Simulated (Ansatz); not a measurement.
C3H8Cl3NZr (`CC[N](C)[Zr]([Cl])([Cl])[Cl]`) at its PBE0-D4/def2-TZVP geometry, where that method's forces vanish. Charge 0, multiplicity 1. Zr takes the def2 core potential.

```xyz
16

C    -0.0705    0.2128    2.1019
C    -0.8254    0.4711    0.8085
N    -0.1460   -0.0277   -0.3724
C    -0.0859   -1.4708   -0.4990
Zr    0.7121    0.8851   -1.8999
Cl   -0.4344    0.1947   -3.8360
Cl    0.5597    3.1920   -1.5245
Cl    2.9370    0.1236   -1.9848
H     0.9184    0.6750    2.0704
H    -0.6200    0.6364    2.9454
H     0.0566   -0.8543    2.2938
H    -1.8240    0.0151    0.8601
H    -0.9782    1.5465    0.6856
H     0.5075   -1.9316    0.2972
H    -1.0920   -1.9073   -0.4982
H     0.3850   -1.7606   -1.4482
```

(1) What forces (eV/Å) does ωB97M-V/def2-TZVPP give on these atoms in Ansatz? (Best estimate.)

Results:

(1) Computed: 
```
C1   0.076 -0.029  0.160
C2  -0.279  0.115  0.105
N3   0.136  0.257 -0.199
C4  -0.002 -0.340  0.015
Zr5 -0.052 -0.093  0.097
Cl6 -0.059 -0.031 -0.108
Cl7 -0.012  0.106  0.026
Cl8  0.121 -0.036 -0.009
H9  -0.060 -0.029 -0.006
H10  0.046 -0.034 -0.057
H11 -0.009  0.069 -0.017
H12  0.076  0.036  0.002
H13  0.009 -0.075  0.012
H14 -0.046  0.033 -0.068
H15  0.078  0.033  0.001
H16 -0.021  0.016  0.044
```
